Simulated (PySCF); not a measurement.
Compound: [PdCl6]2- (charge -2 and singlet state).
Geometry (PBE0-D3(BJ)/def2-SVP, Å), atoms numbered from 1 in this order:
```xyz
7
PdCl6 angstrom
Pd     0.013   -0.015   -0.010
Cl    -0.004   -0.024    2.340
Cl     0.026   -0.004   -2.359
Cl     2.362    0.006    0.003
Cl    -2.336   -0.035   -0.027
Cl    -0.005    2.334    0.003
Cl     0.036   -2.365   -0.019
```

Computed with PBE0-D3(BJ)/def2-SVP geometry optimisation, gas phase, def2 core potentials past Kr (PySCF 2.14.0).

Which atoms are bound to Pd1, and at what distances?

6 atoms: Cl3 2.349 Å, Cl5 2.349 Å, Cl4 2.349 Å, Cl6 2.349 Å, Cl2 2.350 Å, Cl7 2.350 Å.

List the angles at Pd1.

```
      angle  degrees  distance of the outer atoms (Å)
Cl2–Pd1–Cl3    179.9                             4.70
Cl4–Pd1–Cl5    179.9                             4.70
Cl6–Pd1–Cl7    179.9                             4.70
Cl2–Pd1–Cl4     90.1                             3.33
Cl3–Pd1–Cl6     90.1                             3.32
Cl3–Pd1–Cl7     90.0                             3.32
Cl5–Pd1–Cl7     90.0                             3.32
Cl5–Pd1–Cl6     90.0                             3.32
Cl2–Pd1–Cl5     90.0                             3.32
Cl3–Pd1–Cl4     90.0                             3.32
Cl2–Pd1–Cl7     90.0                             3.32
Cl4–Pd1–Cl7     90.0                             3.32
Cl4–Pd1–Cl6     89.9                             3.32
Cl2–Pd1–Cl6     89.9                             3.32
Cl3–Pd1–Cl5     89.9                             3.32
```

What is the shape at Pd1?

Octahedral: the three widest angles are 179.9°, 179.9° and 179.9°, the others run from 89.9° to 90.1°.

What are the rotational constants (commonest isotopes, rigid rotor)?

A = 654.7, B = 654.5, C = 654.4 MHz: a spherical top.

Point group: Oh (tolerance 0.08 Å). Charge -2, singlet. Whether so highly charged an anion holds all its electrons in the gas phase wasn't checked; a finite basis holds them in any case. The ion is multiply charged and computed without counter-ions or solvent. The geometry's basis has no diffuse functions, a weakness for an anion. Whether it is a minimum is left open (no frequencies).
